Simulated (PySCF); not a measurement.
F3OW, doublet, at a GFN2-xTB geometry (such geometries of metal compounds can be far from the true shape) (the multiplicity is a formal guess) (core potentials on W); PySCF with B3LYP/def2-SV(P).

PySCF was given this input:
```python
from pyscf import gto, scf, dft

mol = gto.M(
    atom='''
W     0.07932574    0.06417349    0.03898352
O     1.20918955    0.69106163   -1.03814659
F     0.88348104   -1.49232423    0.63907654
F    -1.40682802   -1.04599083   -0.16772679
F    -1.20372208    1.39638939    0.13091607
''',
    basis='def2-sv(p)',
    ecp={'W': 'def2-sv(p)'},
    spin=1,
    verbose=4,
)

mf = dft.UKS(mol)
mf.xc = 'b3lyp'
mf.kernel()
mf.analyze()
```

The log (banner, timings and long lists left out):

```
PySCF version 2.14.0

[INPUT] verbose = 4
[INPUT] num. atoms = 5
[INPUT] num. electrons = 49
[INPUT] charge = 0
[INPUT] spin (= nelec alpha-beta = 2S) = 1
[INPUT] symmetry False subgroup None
[INPUT] Mole.unit = angstrom
[INPUT] Symbol           X                Y                Z      unit          X                Y                Z       unit  Magmom
[...]
nuclear repulsion = 228.770960182869
number of shells = 35
number of NR pGTOs = 146
number of NR cGTOs = 81
basis = def2-sv(p)
ecp = {'W': 'def2-sv(p)'}

******** <class 'pyscf.dft.uks.UKS'> ********
method = UKS
initial guess = minao
damping factor = 0
level_shift factor = 0
DIIS = <class 'pyscf.scf.diis.CDIIS'>
diis_start_cycle = 1
diis_space = 8
diis_damp = 0
SCF conv_tol = 1e-09
SCF conv_tol_grad = None
SCF max_cycles = 50
direct_scf = True
direct_scf_tol = 1e-13
number electrons alpha = 25  beta = 24
XC library pyscf.dft.libxc version 7.1.2
    S. Lehtola, C. Steigemann, M. J. T. Oliveira, and M. A. L. Marques,  SoftwareX 7, 1–5 (2018)
XC functionals = b3lyp
    P. J. Stephens, F. J. Devlin, C. F. Chabalowski, and M. J. Frisch,  J. Phys. Chem. 98, 11623 (1994)
radial grids:
    Treutler-Ahlrichs [JCP 102, 346 (1995); DOI:10.1063/1.469408] (M4) radial grids

becke partition: Becke, JCP 88, 2547 (1988); DOI:10.1063/1.454033
pruning grids: <function nwchem_prune>
grids dens level: 3
symmetrized grids: False
atomic radii adjust function: <function treutler_atomic_radii_adjust>
small_rho_cutoff = 0
Set gradient conv threshold to 3.16228e-05
tot grids = 81176
init E= -429.303330455329

cycle= 1 E= -441.156856331467  delta_E= -11.9  |g|= 1.16  |ddm|= 5.11
cycle= 2 E= -434.342060305517  delta_E= 6.81  |g|= 3.59  |ddm|= 3.51
cycle= 3 E= -441.424408351628  delta_E= -7.08  |g|= 0.797  |ddm|=  3.2
cycle= 4 E= -441.65855670886  delta_E= -0.234  |g|= 0.278  |ddm|= 0.723
cycle= 5 E= -441.682989994307  delta_E= -0.0244  |g|= 0.111  |ddm|= 0.302
cycle= 6 E= -441.687488414172  delta_E= -0.0045  |g|= 0.0477  |ddm|= 0.116
cycle= 7 E= -441.688219396002  delta_E= -0.000731  |g|= 0.019  |ddm|= 0.0308
cycle= 8 E= -441.68836110547  delta_E= -0.000142  |g|= 0.00527  |ddm|= 0.0123
cycle= 9 E= -441.68837265215  delta_E= -1.15e-05  |g|= 0.000724  |ddm|= 0.00392
cycle= 10 E= -441.688372938668  delta_E= -2.87e-07  |g|= 0.000142  |ddm|= 0.00101
cycle= 11 E= -441.688372952651  delta_E= -1.4e-08  |g|= 3.89e-05  |ddm|= 0.000197
cycle= 12 E= -441.688372957028  delta_E= -4.38e-09  |g|= 1.02e-05  |ddm|= 0.000203
[...]
converged SCF energy = -441.688372957217  <S^2> = 0.75174561  2S+1 = 2.0017448
Total Energy =                        -441.688372957216814
[...]
spin_pop of  0 W 7py      -0.00004
spin_pop of  0 W 7pz       0.00102
spin_pop of  0 W 5dxy      0.25602
spin_pop of  0 W 5dyz      0.08273
spin_pop of  0 W 5dz^2     0.00834
spin_pop of  0 W 5dxz      0.01411
spin_pop of  0 W 5dx2-y2    0.14101
spin_pop of  0 W 6dxy      0.03107
spin_pop of  0 W 6dyz      0.01330
spin_pop of  0 W 6dz^2     0.00076
spin_pop of  0 W 6dxz      0.00816
spin_pop of  0 W 6dx2-y2    0.03104
spin_pop of  1 O 1s        0.00000
spin_pop of  1 O 2s        0.00576
spin_pop of  1 O 3s        0.01108
spin_pop of  1 O 2px      -0.01262
spin_pop of  1 O 2py      -0.00765
spin_pop of  1 O 2pz       0.05508
spin_pop of  1 O 3px       0.00034
spin_pop of  1 O 3py       0.00007
spin_pop of  1 O 3pz       0.00061
spin_pop of  1 O 3dxy      0.00014
spin_pop of  1 O 3dyz      0.00005
spin_pop of  1 O 3dz^2    -0.00001
spin_pop of  1 O 3dxz      0.00000
spin_pop of  1 O 3dx2-y2    0.00002
spin_pop of  2 F 1s        0.00000
spin_pop of  2 F 2s        0.00328
spin_pop of  2 F 3s        0.00824
spin_pop of  2 F 2px       0.00077
spin_pop of  2 F 2py      -0.00616
spin_pop of  2 F 2pz       0.00308
spin_pop of  2 F 3px       0.00012
spin_pop of  2 F 3py       0.00036
spin_pop of  2 F 3pz       0.00230
spin_pop of  2 F 3dxy      0.00000
spin_pop of  2 F 3dyz      0.00007
spin_pop of  2 F 3dz^2     0.00001
spin_pop of  2 F 3dxz      0.00001
spin_pop of  2 F 3dx2-y2    0.00004
spin_pop of  3 F 1s        0.00000
spin_pop of  3 F 2s        0.00388
spin_pop of  3 F 3s        0.00875
spin_pop of  3 F 2px       0.00633
spin_pop of  3 F 2py      -0.00090
spin_pop of  3 F 2pz       0.02320
spin_pop of  3 F 3px       0.00002
spin_pop of  3 F 3py       0.00013
spin_pop of  3 F 3pz       0.00359
spin_pop of  3 F 3dxy      0.00002
spin_pop of  3 F 3dyz      0.00002
spin_pop of  3 F 3dz^2     0.00002
spin_pop of  3 F 3dxz      0.00006
spin_pop of  3 F 3dx2-y2    0.00001
spin_pop of  4 F 1s        0.00000
spin_pop of  4 F 2s        0.00325
spin_pop of  4 F 3s        0.01013
spin_pop of  4 F 2px      -0.00452
spin_pop of  4 F 2py       0.00226
spin_pop of  4 F 2pz      -0.00008
spin_pop of  4 F 3px       0.00011
spin_pop of  4 F 3py       0.00014
spin_pop of  4 F 3pz       0.00058
spin_pop of  4 F 3dxy      0.00001
spin_pop of  4 F 3dyz      0.00001
spin_pop of  4 F 3dz^2     0.00003
spin_pop of  4 F 3dxz      0.00006
spin_pop of  4 F 3dx2-y2    0.00000
In total            25.00000 | 24.00000
Dipole moment(X, Y, Z, Debye):  0.63522,  0.69077,  1.31825
```
